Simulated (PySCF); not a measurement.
SMILES Bc1ccc(C#N)cc1 (C₇H₆BN), GFN2-xTB optimised geometry.

```
15

B     -1.43    -2.44     0.00
C     -0.62    -1.12     0.00
C     -1.26     0.13     0.00
C     -0.55     1.31     0.00
C      0.85     1.28     0.00
C      1.58     2.49     0.00
N      2.18     3.47     0.00
C      1.51     0.05     0.00
C      0.78    -1.12     0.00
H     -2.59    -2.41     0.00
H     -0.87    -3.47     0.01
H     -2.34     0.16     0.00
H     -1.06     2.27     0.00
H      2.59     0.03     0.00
H      1.31    -2.06     0.00
```

Density from CAM-B3LYP/def2-TZVP run with PySCF 2.14.0 at that geometry.

Minimum of the electron density along straight lines between bonded atoms, close to the bond critical point (lines longer than 1.1 times the sum of covalent radii, or with two minima, are not listed):

```tsv
bond	length / Å	ρ at the minimum / e bohr⁻³	∇²ρ there / e bohr⁻⁵	position (fraction from the first atom)
B1–C2	1.549	0.194	-0.22	0.33
C2–C3	1.403	0.314	-0.93	0.49
C3–C4	1.379	0.329	-1.01	0.50
C4–C5	1.396	0.317	-0.94	0.49
C5–C6	1.414	0.298	-0.92	0.46
C6–N7	1.147	0.504	-0.21	0.35
C5–C8	1.396	0.317	-0.94	0.51
C2–C9	1.403	0.314	-0.93	0.49
C8–C9	1.379	0.329	-1.01	0.50
B1–H10	1.168	0.195	-0.39	0.44
B1–H11	1.168	0.195	-0.39	0.44
C3–H12	1.080	0.291	-1.06	0.65
C4–H13	1.081	0.290	-1.06	0.65
C8–H14	1.081	0.290	-1.06	0.65
C9–H15	1.080	0.291	-1.06	0.65
```
